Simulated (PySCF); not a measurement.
## Two-photon absorption: `C1=CC=CC=C1C1=COC=C1`, C₁₀H₈O

Cartesian coordinates in Å; atom numbers follow the order of the lines, from 1:
```xyz
19

C    -3.037   -0.172    0.214
C    -2.369    0.932    0.744
C    -0.983    1.020    0.664
C    -0.232    0.011    0.042
C     1.229    0.104   -0.060
C     2.168   -0.975   -0.211
C     3.401   -0.403   -0.262
O     3.302    0.938   -0.161
C     1.996    1.240   -0.040
C    -0.916   -1.094   -0.485
C    -2.303   -1.186   -0.398
H    -4.125   -0.243    0.283
H    -2.933    1.729    1.235
H    -0.469    1.875    1.109
H     1.946   -2.039   -0.250
H     4.406   -0.805   -0.356
H     1.750    2.297    0.025
H    -0.354   -1.886   -0.985
H    -2.815   -2.055   -0.819
```

Theory: TDDFT CAM-B3LYP/aug-cc-pVDZ excited states, vertical, gas phase (PySCF 2.14.0). Geometry: PBE0-D3(BJ)/def2-SVP.

Task: Give the one- and two-photon strengths of the lowest singlets.

Result: δ for parallel linear polarisation; σ at the peak of a Lorentzian of half width 0.1 eV, single beam; Ω is circular over linear.
| state | E (eV) | f | photon λ (nm) | δ (au) | σ (GM) | Ω | main |
| --- | --- | --- | --- | --- | --- | --- | --- |
| S1 | 5.04 | 0.054 | 492 | 47.5 | 0.44 | 1.26 | HOMO→LUMO 0.38, HOMO→LUMO+4 0.35 |
| S2 | 5.16 | 0.179 | 481 | 168 | 1.63 | 0.83 | HOMO→LUMO 0.55, HOMO→LUMO+4 0.21 |
| S3 | 5.66 | 0.000 | 438 | 68.1 | 0.80 | 1.50 | HOMO→LUMO+1 0.73, HOMO→LUMO+3 0.08 |
| S4 | 5.91 | 0.122 | 419 | 120 | 1.54 | 1.01 | HOMO→LUMO+7 0.44, HOMO→LUMO+4 0.18 |
| S5 | 6.02 | 0.050 | 412 | 200 | 2.65 | 1.17 | HOMO−1→LUMO 0.57, HOMO−2→LUMO 0.23 |
| S6 | 6.05 | 0.018 | 410 | 29.9 | 0.40 | 1.50 | HOMO→LUMO+2 0.66, HOMO−1→LUMO+1 0.09 |

Among these, the strongest one-photon state is S2, the strongest two-photon state S5, with a dipole change of 4.0 D (relaxed, norm of the difference vector).
